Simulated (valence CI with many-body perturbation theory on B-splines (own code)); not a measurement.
## Sm55+: key properties

Level of theory: relativistic CI+MBPT: five valence electrons over a frozen Dirac-Fock core [He], a basis of 9 s, 9 p, 8 d, 6 f, 3 g, 1 h functions for each j, with the one-electron correlation potential Σ1, the two-electron term Σ2, the three-electron term Σ3, Breit, model QED; selected CI, second order for the rest, scaled by the run's own slope (own B-spline code, finite nucleus).

The last digits are not significant, and no measured levels were compared; by estimate large intervals hold to a few tenths of a per cent, small ones and those within an open d or f shell to about a per cent. Among the levels kept, up to 3900 cm⁻¹ of a level comes from second order outside the variational space, and about a tenth of that is noise between levels of different J, which matters for small intervals.

Levels are named by their leading jj configuration (3d3/2^4 stands for four electrons in 3d with j = 3/2), which in mixed levels can hold well under half, so a name can repeat and another be missing.

Rates and lifetimes use the calculated energies. Strong lines usually hold to 10 to 20 %, long lifetimes can be off by a factor of two.

(1) What is the ground level?

(2) Where does the other parity begin?

(3) What are the static dipole polarisabilities of the lowest levels?

(4) Name the longest-lived excited levels whose lifetime is computed, and their main decay.

(5) How well does LS coupling describe the low levels?

(6) Among levels below 535.78 Ry, which E1 lines absorb most strongly from the ground level?

(7) What is the ionisation energy?

Answers

(1) (2s^2 2p1/2^2 2p3/2) J=3/2, composition 48 % 2s2.2p3 2P° + 27 % 2s2.2p3 2D° + 25 % 2s2.2p3 4S°, g = 1.336.

(2) At (2s 2p1/2^2 2p3/2^2) J=5/2, 64.37 Ry.

(3) (2s^2 2p1/2^2 2p3/2) J=3/2 0.000181 (tensor 3.6e-05) bohr³, of which the core gives 4.97e-07.

(4) (2s^2 2p1/2 2p3/2^2) J=5/2 at 46.49 Ry lives 2.64 ns, mostly by M1 to (2s^2 2p1/2^2 2p3/2) J=3/2; (2s^2 2p1/2 2p3/2^2) J=1/2 at 49.36 Ry lives 748 ps, mostly by M1 to (2s^2 2p1/2^2 2p3/2) J=3/2; (2s^2 2p1/2 2p3/2^2) J=3/2 at 44.88 Ry lives 450 ps, mostly by M1 to (2s^2 2p1/2^2 2p3/2) J=3/2.

(5) Among the lowest 20 levels the leading LS term, summed over configurations, holds 62 % on average. For single configurations the figures are 62 % in LS and 99 % in jj coupling. Terms mix most in the J = 3/2 level at 470.16 Ry, where the leading one holds 33 %.

(6) to (2s^2 2p1/2^2 3d5/2) J=5/2 at 0.1898 nm, f = 0.540; to (2s^2 2p1/2 2p3/2 3d3/2) J=5/2 at 0.1740 nm, f = 0.460; to (2s^2 2p1/2 2p3/2 3d3/2) J=3/2 at 0.1741 nm, f = 0.332.

(7) 11337 eV; NIST lists 11337 ± 5 eV (theoretical).
